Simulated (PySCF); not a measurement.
**Polarisability and C₆ of Al (aluminium, neutral)**

[Ne] 3s2 3p1, 2P determinant. Calculation: PySCF 2.14, in aug-cc-pVTZ-DK; scalar relativity by spin-free X2C-1e. Coupled (time-dependent) response in atomic units; α is the mean over directions.

```
   method  mean α (bohr³)         α xx, yy, zz  C₆ (like pair)  S(−4)
      UHF           61.57  51.95, 80.80, 51.95           558.0   1966
      PBE           65.73  53.20, 90.78, 53.20           586.2   2708
     PBE0           62.76  51.86, 84.55, 51.86           559.2   2267
CAM-B3LYP           60.90  50.75, 81.21, 50.75           534.9   2124
   M06-2X           64.58  51.68, 90.38, 51.68           562.3   2623
```

S(−4) is the Cauchy moment in α(ω) = α(0) + S(−4) ω² + …

Reference α: 57.8 ± 1 bohr³ (recommended; Schwerdtfeger and Nagle, table of static dipole polarizabilities (2023 update)). Published C₆: 528.0 (Chu and Dalgarno (2004); Tang, Norbeck and Certain (1976)).

α(iu) at M06-2X:

```csv
u (hartree),α(iu) (bohr³)
0,64.58
0.0500,58.89
0.100,47.76
0.200,29.17
0.300,18.38
0.500,8.681
0.750,4.370
1.00,2.623
1.50,1.270
2.00,0.7648
3.00,0.3782
5.00,0.1550
```

A single London oscillator, α(iu) = α/(1 + u²/ω²), gives C₆ = (3/4) ω α². Matching the computed C₆ needs ω = 4 × 562.3 / (3 × 64.58²) = 0.180 hartree.

The components differ because the open shell of this determinant is not spherical; for a pure term their mean is the scalar polarisability.
